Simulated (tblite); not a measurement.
Compound: C₃H₈OSSi₂.
SMILES with atom numbers: `[O:1]=[CH:2]/[CH:3]=[CH:4]/[SiH2:5][S:6][SiH3:7]` (hydrogens: H8 on C2; H9 on C3; H10 on C4; H11, H12 on Si5; H13, H14, H15 on Si7)

Computed with GFN2-xTB (tblite), gas phase: L-BFGS steps from a force-field or distance-geometry start until the largest atomic force falls under 0.01 eV/Å.

Step 95: E = -578.6859 eV
```
atom  x, y, z in Å  |  force x, y, z in eV/Å
O1      4.2044    0.9474    1.2904    0.008  -0.020   0.013
C2      3.5136    0.1905    0.6580    0.020  -0.002   0.011
C3      2.0722    0.0225    0.8307    0.004  -0.028  -0.001
C4      1.3382   -0.7525    0.0299   -0.001   0.032   0.014
Si5    -0.5293   -0.9138    0.1490    0.000  -0.010   0.004
S6     -1.2842    0.9015   -0.7162   -0.016   0.006  -0.028
Si7    -3.3843    0.4969   -0.9447   -0.041   0.030   0.017
H8      3.9452   -0.4543   -0.1346    0.007   0.012  -0.024
H9      1.6262    0.5823    1.6397   -0.019   0.036   0.013
H10     1.8489   -1.2786   -0.7680    0.001  -0.012  -0.007
H11    -0.9904   -2.0536   -0.6386    0.007  -0.009   0.014
H12    -0.9954   -0.9751    1.5309    0.025  -0.027  -0.011
H13    -3.9857    1.8163   -0.9916    0.005   0.018  -0.026
H14    -3.8163   -0.2695    0.2173   -0.008  -0.018  -0.003
H15    -3.5674   -0.2635   -2.1743    0.008  -0.007   0.015
```

Step 96: E = -578.6864 eV
```
atom  x, y, z in Å  |  force x, y, z in eV/Å
O1      4.2196    0.9228    1.2956    0.007  -0.018   0.019
C2      3.5200    0.1780    0.6589    0.004  -0.008   0.004
C3      2.0779    0.0159    0.8397   -0.004   0.014   0.029
C4      1.3342   -0.7367    0.0266    0.012   0.009  -0.004
Si5    -0.5337   -0.8938    0.1495    0.013  -0.011  -0.005
S6     -1.2931    0.9282   -0.6978   -0.049  -0.007  -0.026
Si7    -3.3861    0.4887   -0.9439   -0.035   0.022  -0.010
H8      3.9434   -0.4581   -0.1463   -0.011   0.020  -0.008
H9      1.6389    0.5659    1.6623    0.019  -0.008  -0.044
H10     1.8383   -1.2515   -0.7844   -0.014   0.008   0.019
H11    -0.9974   -2.0217   -0.6542    0.010  -0.010   0.024
H12    -0.9946   -0.9745    1.5321    0.023  -0.022  -0.017
H13    -4.0081    1.7968   -1.0384    0.018   0.004  -0.018
H14    -3.8184   -0.2546    0.2339   -0.011  -0.007  -0.015
H15    -3.5452   -0.3090   -2.1559    0.017   0.015   0.051
```

Step 97: E = -578.6868 eV
```
atom  x, y, z in Å  |  force x, y, z in eV/Å
O1      4.2180    0.9235    1.2990    0.032   0.013   0.046
C2      3.5209    0.1769    0.6624   -0.018  -0.015   0.002
C3      2.0783    0.0170    0.8369   -0.023   0.019   0.029
C4      1.3357   -0.7358    0.0230    0.007   0.002  -0.001
Si5    -0.5324   -0.8933    0.1459    0.017   0.002  -0.008
S6     -1.2948    0.9262   -0.7053   -0.037  -0.011  -0.014
Si7    -3.3893    0.4897   -0.9412   -0.017   0.010  -0.011
H8      3.9470   -0.4625   -0.1365    0.006  -0.006  -0.042
H9      1.6368    0.5706    1.6555    0.016  -0.007  -0.036
H10     1.8404   -1.2543   -0.7852   -0.010   0.009   0.019
H11    -0.9964   -2.0238   -0.6531    0.008  -0.016   0.016
H12    -0.9902   -0.9724    1.5296    0.019  -0.019  -0.013
H13    -4.0091    1.7974   -1.0332    0.004   0.030  -0.014
H14    -3.8183   -0.2582    0.2338   -0.013  -0.009   0.000
H15    -3.5509   -0.3044   -2.1536    0.010  -0.001   0.026
```

Step 98: E = -578.6872 eV
```
atom  x, y, z in Å  |  force x, y, z in eV/Å
O1      4.2199    0.9195    1.3026    0.028   0.005   0.039
C2      3.5224    0.1749    0.6642   -0.014  -0.014   0.005
C3      2.0790    0.0178    0.8370   -0.009   0.025   0.023
C4      1.3358   -0.7325    0.0220   -0.003  -0.014  -0.007
Si5    -0.5321   -0.8904    0.1436    0.014   0.011  -0.014
S6     -1.2974    0.9277   -0.7098   -0.025  -0.016   0.000
Si7    -3.3916    0.4898   -0.9391   -0.002  -0.008  -0.010
H8      3.9484   -0.4648   -0.1352    0.001   0.001  -0.034
H9      1.6376    0.5722    1.6546    0.014  -0.001  -0.026
H10     1.8397   -1.2530   -0.7851   -0.003   0.010   0.012
H11    -0.9962   -2.0210   -0.6546    0.008  -0.021   0.011
H12    -0.9881   -0.9732    1.5272    0.013  -0.013  -0.005
H13    -4.0116    1.7954   -1.0364   -0.010   0.055  -0.010
H14    -3.8187   -0.2590    0.2355   -0.016  -0.006   0.011
H15    -3.5514   -0.3069   -2.1485    0.003  -0.014   0.005
```

Q: Estimate the geometry and energy of step 99. (The exact step hangs on the optimiser's Hessian estimate; all steps are aligned on step 98, rigid shifts and turns removed.)

A: E = -578.6878 eV, largest force 0.055 eV/Å
```
atom  x, y, z in Å  |  force x, y, z in eV/Å
O1      4.2256    0.9085    1.3097    0.019  -0.012   0.023
C2      3.5259    0.1692    0.6669   -0.006  -0.006   0.013
C3      2.0819    0.0164    0.8391    0.003   0.009  -0.009
C4      1.3356   -0.7243    0.0181    0.001  -0.018  -0.003
Si5    -0.5320   -0.8812    0.1409    0.004   0.023  -0.017
S6     -1.3055    0.9374   -0.7070   -0.010  -0.029   0.019
Si7    -3.3969    0.4883   -0.9373    0.004  -0.023  -0.015
H8      3.9497   -0.4682   -0.1358    0.000   0.010  -0.025
H9      1.6434    0.5668    1.6598    0.001   0.012  -0.007
H10     1.8362   -1.2433   -0.7919    0.007   0.017   0.010
H11    -0.9995   -2.0090   -0.6587    0.010  -0.026   0.005
H12    -0.9788   -0.9750    1.5265    0.002  -0.002   0.000
H13    -4.0214    1.7897   -1.0566   -0.012   0.054  -0.003
H14    -3.8234   -0.2542    0.2417   -0.018   0.006   0.012
H15    -3.5450   -0.3246   -2.1374   -0.003  -0.015  -0.002
```

The energy changes by -0.0005 eV. The first-order estimate −F·Δx gives -0.0008 eV and the mean of the old and new forces, exact on a quadratic surface, -0.0005 eV. The step makes an angle of 82° with the force vector and moves no atom by more than 0.023 Å.

What follows is the cost of the whole relaxation. The run took 3.6 s of wall time on Arm Neoverse N1, one thread, shared host with 64 logical CPUs at a one-minute load of 56.
